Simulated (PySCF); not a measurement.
Isomers of C6H12Si. Theory: PySCF 2.14.0, density-fitted response routines, TDDFT B3LYP/def2-SVPD, vertical, gas phase, core orbitals frozen in the response. Geometries: GFN2-xTB; one conformer of each isolated species. Triplets are in the Tamm–Dancoff approximation.

A. `C#CC(C)(C)[SiH2]C`
B. `CCC[SiH2]C1C=C1`
C. `C#C[C@H](C)C[SiH2]C`

Lowest singlet levels (six at most, fewer where fewer were computed) with oscillator strengths:

1. 6.58 eV (f 0.006); 6.75 eV (f 0.005); 6.81 eV (f 0.004); 7.17 eV (f 0.046); 7.17 eV (f 0.032); 7.27 eV (f 0.004); T1 5.52 eV
2. 5.29 eV (f 0.021); 6.09 eV (f 0.012); 6.32 eV (f 0.005); 6.44 eV (f 0.000); 6.73 eV (f 0.008); 6.88 eV (f 0.029); T1 3.67 eV
3. 6.50 eV (f 0.005); 6.57 eV (f 0.021); 6.64 eV (f 0.050); 6.67 eV (f 0.013); 6.99 eV (f 0.004); 7.07 eV (f 0.030); T1 5.43 eV

**Question.** Which spectrum belongs to which structure?

**Answer.** 1 = C, 2 = B, 3 = A.
- A: S1 at 6.50 eV, HOMO→LUMO+3 (52%), HOMO→LUMO+1 (17%), HOMO-1→LUMO+1 (11%); Löwdin shares by element: HOMO carbon 73% or more, silicon 10% (atoms not listed hold the other 18%); LUMO carbon 30% or more, silicon 18% (atoms not listed hold the other 52%); HOMO -7.08 and LUMO 0.35 eV.
- B: S1 at 5.29 eV, HOMO→LUMO (96%); Löwdin shares by element: HOMO carbon 70% or more, silicon 11% (atoms not listed hold the other 19%); LUMO carbon 76% or more, hydrogen 7% or more (atoms not listed hold the other 17%); HOMO -6.55 and LUMO -0.53 eV.
- C: S1 at 6.58 eV, HOMO→LUMO (42%), HOMO→LUMO+3 (17%), HOMO-1→LUMO (14%); Löwdin shares by element: HOMO carbon 85% or more (atoms not listed hold the other 15%); LUMO carbon 23% or more, silicon 19% (atoms not listed hold the other 58%); HOMO -7.44 and LUMO 0.26 eV.
A and C have S1 within 0.09 eV of each other; their strongest listed levels stand at 6.64 eV (f 0.050) and 7.17 eV (f 0.046).
